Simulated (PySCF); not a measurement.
## Ionisation energy of C+ by level of theory

C+ [He] 2s2 2p1 (2P) → C(2+) [He] 2s2 (1S), as a difference of total energies. All numbers are calculated (PySCF 2.14, no relativity, point nucleus, in 6-31G* (3s2p1d, 14 functions)). Correlated levels: valence: 1s2 frozen. The calculations carry no spin-orbit coupling.

```csv
method,ionisation energy (eV),error (eV)
UHF,24.203,-0.175
M06-L,24.882,+0.504
PBE,24.912,+0.534
MP2 (valence),24.265,-0.113
SCS-MP2 (valence),24.219,-0.159
CCSD (valence),24.063,-0.315
CCSD(T) (valence),24.083,-0.295
```

Reference: 24.378 eV (measured; NIST levels, between the centres of gravity of the two terms).

Errors of the correlated levels include the incompleteness of this basis and the frozen core.

The coupled-cluster amplitudes are large for C(2+) (T1 above 0.03 or a double amplitude above 0.15), so a single reference is strained.
